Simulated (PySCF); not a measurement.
cyclopentanone (C5H8O), singlet, geometry from GFN2-xTB; PySCF with PBE/STO-3G.

The PySCF input:
```python
from pyscf import gto, scf, dft

mol = gto.M(
    atom='''
O     0.87537310    1.89876563   -0.35725549
C     0.37959572    0.82337841   -0.15491983
C     1.12822729   -0.48061669    0.02883662
C     0.06033799   -1.56791212   -0.04754620
C    -1.19163010   -0.88596563    0.50924683
C    -1.10303578    0.53525941   -0.03911772
H     1.92578836   -0.58504964   -0.70535867
H     1.59131385   -0.45285207    1.01834905
H     0.33028268   -2.46089812    0.51376258
H    -0.10497291   -1.85408406   -1.08762352
H    -1.14947978   -0.86694046    1.59958820
H    -2.10743946   -1.39392016    0.21152703
H    -1.52542668    0.59576747   -1.04523879
H    -1.60402156    1.28299175    0.57403985
''',
    basis='sto-3g',
    verbose=4,
)

mf = dft.RKS(mol)
mf.xc = 'pbe'
mf.diis = False
mf.max_cycle = 100
mf.kernel()
```

Output, abridged:

```
PySCF version 2.14.0

[INPUT] verbose = 4
[INPUT] num. atoms = 14
[INPUT] num. electrons = 46
[INPUT] charge = 0
[INPUT] spin (= nelec alpha-beta = 2S) = 0
[INPUT] symmetry False subgroup None
[INPUT] Mole.unit = angstrom
[INPUT] Symbol           X                Y                Z      unit          X                Y                Z       unit  Magmom
[...]
nuclear repulsion = 236.852573043895
number of shells = 26
number of NR pGTOs = 114
number of NR cGTOs = 38
basis = sto-3g
ecp = {}

******** <class 'pyscf.dft.rks.RKS'> ********
method = RKS
initial guess = minao
damping factor = 0
level_shift factor = 0
DIIS disabled
SCF conv_tol = 1e-09
SCF conv_tol_grad = None
SCF max_cycles = 100
direct_scf = True
direct_scf_tol = 1e-13
XC library pyscf.dft.libxc version 7.1.2
    S. Lehtola, C. Steigemann, M. J. T. Oliveira, and M. A. L. Marques,  SoftwareX 7, 1–5 (2018)
XC functionals = pbe
    J. P. Perdew, K. Burke, and M. Ernzerhof,  Phys. Rev. Lett. 77, 3865 (1996)
    J. P. Perdew, K. Burke, and M. Ernzerhof,  Phys. Rev. Lett. 78, 1396 (1997)
    J. P. Perdew, K. Burke, and M. Ernzerhof,  Phys. Rev. Lett. 77, 3865 (1996)
    J. P. Perdew, K. Burke, and M. Ernzerhof,  Phys. Rev. Lett. 78, 1396 (1997)
radial grids:
    Treutler-Ahlrichs [JCP 102, 346 (1995); DOI:10.1063/1.469408] (M4) radial grids

becke partition: Becke, JCP 88, 2547 (1988); DOI:10.1063/1.454033
pruning grids: <function nwchem_prune>
grids dens level: 3
symmetrized grids: False
atomic radii adjust function: <function treutler_atomic_radii_adjust>
small_rho_cutoff = 0
Set gradient conv threshold to 3.16228e-05
Initial guess from minao.
tot grids = 163136
init E= -267.501876152241
[...]
cycle= 1 E= -266.698979694308  delta_E= 0.803  |g|= 0.642  |ddm|= 4.82
[...]
cycle= 2 E= -265.883348505389  delta_E= 0.816  |g|= 1.85  |ddm|= 2.79
[...]
cycle= 3 E= -265.611278289758  delta_E= 0.272  |g|= 1.63  |ddm|=  4.1
[...]
cycle= 4 E= -255.28562871206  delta_E= 10.3  |g|=  4.6  |ddm|= 9.55
[...]
cycle= 5 E= -261.052101832151  delta_E= -5.77  |g|= 3.07  |ddm|= 11.9
[...]
cycle= 6 E= -249.400336312298  delta_E= 11.7  |g|= 4.88  |ddm|= 13.5
[...]
cycle= 7 E= -254.882883137751  delta_E= -5.48  |g|= 4.04  |ddm|= 14.5
[...]
cycle= 8 E= -228.293030553585  delta_E= 26.6  |g|= 4.91  |ddm|=   17
[...]
cycle= 9 E= -241.156557968021  delta_E= -12.9  |g|= 3.54  |ddm|= 19.2
[...]
cycle= 10 E= -212.721939851313  delta_E= 28.4  |g|= 3.35  |ddm|=   22
[...]
cycle= 11 E= -226.724175027576  delta_E=  -14  |g|= 2.21  |ddm|= 23.9
[...]
cycle= 12 E= -210.819319934977  delta_E= 15.9  |g|= 3.15  |ddm|= 23.9
[...]
cycle= 13 E= -225.878201756437  delta_E= -15.1  |g|= 2.58  |ddm|= 23.8
[...]
cycle= 14 E= -205.971522888312  delta_E= 19.9  |g|=  3.1  |ddm|= 24.3
[...]
cycle= 15 E= -225.770229294555  delta_E= -19.8  |g|= 2.57  |ddm|= 24.3
[...]
cycle= 16 E= -206.013517509438  delta_E= 19.8  |g|= 3.09  |ddm|= 24.3
[...]
cycle= 17 E= -225.749939289054  delta_E= -19.7  |g|= 2.57  |ddm|= 24.3
[...]
cycle= 18 E= -206.027590967019  delta_E= 19.7  |g|= 3.09  |ddm|= 24.3
[...]
cycle= 19 E= -225.744912814315  delta_E= -19.7  |g|= 2.57  |ddm|= 24.3
[...]
cycle= 20 E= -206.031284606319  delta_E= 19.7  |g|= 3.09  |ddm|= 24.3
[...]
cycle= 21 E= -225.74359669425  delta_E= -19.7  |g|= 2.57  |ddm|= 24.3
[...]
cycle= 22 E= -206.032303465579  delta_E= 19.7  |g|= 3.09  |ddm|= 24.3
[...]
cycle= 23 E= -225.743231832356  delta_E= -19.7  |g|= 2.57  |ddm|= 24.3
[...]
cycle= 24 E= -206.032595269106  delta_E= 19.7  |g|= 3.09  |ddm|= 24.3
[...]
cycle= 25 E= -225.743127068503  delta_E= -19.7  |g|= 2.57  |ddm|= 24.3
[...]
cycle= 26 E= -206.032680595764  delta_E= 19.7  |g|= 3.09  |ddm|= 24.3
[...]
cycle= 27 E= -225.743096397542  delta_E= -19.7  |g|= 2.57  |ddm|= 24.3
[...]
cycle= 28 E= -206.032705821563  delta_E= 19.7  |g|= 3.09  |ddm|= 24.3
[...]
cycle= 29 E= -225.743087324749  delta_E= -19.7  |g|= 2.57  |ddm|= 24.3
[...]
cycle= 30 E= -206.032713322163  delta_E= 19.7  |g|= 3.09  |ddm|= 24.3
[...]
[...]
[...]
cycle= 50 E= -206.032716512123  delta_E= 19.7  |g|= 3.09  |ddm|= 24.3
[...]
cycle= 51 E= -225.743083478428  delta_E= -19.7  |g|= 2.57  |ddm|= 24.3
[...]
cycle= 52 E= -206.032716512136  delta_E= 19.7  |g|= 3.09  |ddm|= 24.3
[...]
cycle= 53 E= -225.743083478424  delta_E= -19.7  |g|= 2.57  |ddm|= 24.3
[...]
cycle= 54 E= -206.03271651214  delta_E= 19.7  |g|= 3.09  |ddm|= 24.3
[...]
cycle= 55 E= -225.743083478421  delta_E= -19.7  |g|= 2.57  |ddm|= 24.3
[...]
cycle= 56 E= -206.032716512142  delta_E= 19.7  |g|= 3.09  |ddm|= 24.3
[...]
cycle= 57 E= -225.743083478422  delta_E= -19.7  |g|= 2.57  |ddm|= 24.3
[...]
cycle= 58 E= -206.032716512142  delta_E= 19.7  |g|= 3.09  |ddm|= 24.3
[...]
cycle= 59 E= -225.743083478421  delta_E= -19.7  |g|= 2.57  |ddm|= 24.3
[...]
cycle= 60 E= -206.032716512142  delta_E= 19.7  |g|= 3.09  |ddm|= 24.3
[...]
cycle= 61 E= -225.743083478422  delta_E= -19.7  |g|= 2.57  |ddm|= 24.3
[...]
cycle= 62 E= -206.032716512142  delta_E= 19.7  |g|= 3.09  |ddm|= 24.3
[...]
cycle= 63 E= -225.743083478422  delta_E= -19.7  |g|= 2.57  |ddm|= 24.3
[...]
cycle= 64 E= -206.032716512141  delta_E= 19.7  |g|= 3.09  |ddm|= 24.3
[...]
cycle= 65 E= -225.743083478422  delta_E= -19.7  |g|= 2.57  |ddm|= 24.3
[...]
cycle= 66 E= -206.032716512142  delta_E= 19.7  |g|= 3.09  |ddm|= 24.3
[...]
cycle= 67 E= -225.743083478422  delta_E= -19.7  |g|= 2.57  |ddm|= 24.3
[...]
cycle= 68 E= -206.032716512142  delta_E= 19.7  |g|= 3.09  |ddm|= 24.3
[...]
cycle= 69 E= -225.743083478421  delta_E= -19.7  |g|= 2.57  |ddm|= 24.3
[...]
cycle= 70 E= -206.032716512141  delta_E= 19.7  |g|= 3.09  |ddm|= 24.3
[...]
cycle= 71 E= -225.743083478421  delta_E= -19.7  |g|= 2.57  |ddm|= 24.3
[...]
cycle= 72 E= -206.032716512142  delta_E= 19.7  |g|= 3.09  |ddm|= 24.3
[...]
cycle= 73 E= -225.743083478422  delta_E= -19.7  |g|= 2.57  |ddm|= 24.3
[...]
cycle= 74 E= -206.032716512142  delta_E= 19.7  |g|= 3.09  |ddm|= 24.3
[...]
cycle= 75 E= -225.743083478422  delta_E= -19.7  |g|= 2.57  |ddm|= 24.3
[...]
cycle= 76 E= -206.032716512142  delta_E= 19.7  |g|= 3.09  |ddm|= 24.3
[...]
cycle= 77 E= -225.743083478422  delta_E= -19.7  |g|= 2.57  |ddm|= 24.3
[...]
cycle= 78 E= -206.032716512142  delta_E= 19.7  |g|= 3.09  |ddm|= 24.3
[...]
cycle= 79 E= -225.743083478422  delta_E= -19.7  |g|= 2.57  |ddm|= 24.3
[...]
cycle= 80 E= -206.032716512141  delta_E= 19.7  |g|= 3.09  |ddm|= 24.3
[...]
cycle= 81 E= -225.743083478421  delta_E= -19.7  |g|= 2.57  |ddm|= 24.3
[...]
cycle= 82 E= -206.032716512142  delta_E= 19.7  |g|= 3.09  |ddm|= 24.3
[...]
cycle= 83 E= -225.743083478421  delta_E= -19.7  |g|= 2.57  |ddm|= 24.3
[...]
cycle= 84 E= -206.032716512142  delta_E= 19.7  |g|= 3.09  |ddm|= 24.3
[...]
cycle= 85 E= -225.743083478422  delta_E= -19.7  |g|= 2.57  |ddm|= 24.3
[...]
cycle= 86 E= -206.032716512142  delta_E= 19.7  |g|= 3.09  |ddm|= 24.3
[...]
cycle= 87 E= -225.743083478421  delta_E= -19.7  |g|= 2.57  |ddm|= 24.3
[...]
cycle= 88 E= -206.032716512142  delta_E= 19.7  |g|= 3.09  |ddm|= 24.3
[...]
cycle= 89 E= -225.743083478422  delta_E= -19.7  |g|= 2.57  |ddm|= 24.3
[...]
cycle= 90 E= -206.032716512142  delta_E= 19.7  |g|= 3.09  |ddm|= 24.3
[...]
cycle= 91 E= -225.743083478422  delta_E= -19.7  |g|= 2.57  |ddm|= 24.3
[...]
cycle= 92 E= -206.032716512142  delta_E= 19.7  |g|= 3.09  |ddm|= 24.3
[...]
cycle= 93 E= -225.743083478422  delta_E= -19.7  |g|= 2.57  |ddm|= 24.3
[...]
cycle= 94 E= -206.032716512142  delta_E= 19.7  |g|= 3.09  |ddm|= 24.3
[...]
cycle= 95 E= -225.743083478421  delta_E= -19.7  |g|= 2.57  |ddm|= 24.3
[...]
cycle= 96 E= -206.032716512142  delta_E= 19.7  |g|= 3.09  |ddm|= 24.3
[...]
cycle= 97 E= -225.743083478421  delta_E= -19.7  |g|= 2.57  |ddm|= 24.3
[...]
cycle= 98 E= -206.032716512142  delta_E= 19.7  |g|= 3.09  |ddm|= 24.3
[...]
cycle= 99 E= -225.743083478422  delta_E= -19.7  |g|= 2.57  |ddm|= 24.3
[...]
cycle= 100 E= -206.032716512141  delta_E= 19.7  |g|= 3.09  |ddm|= 24.3
SCF not converged.
SCF energy = -206.032716512141
```

The run did not converge; its last values are not results.
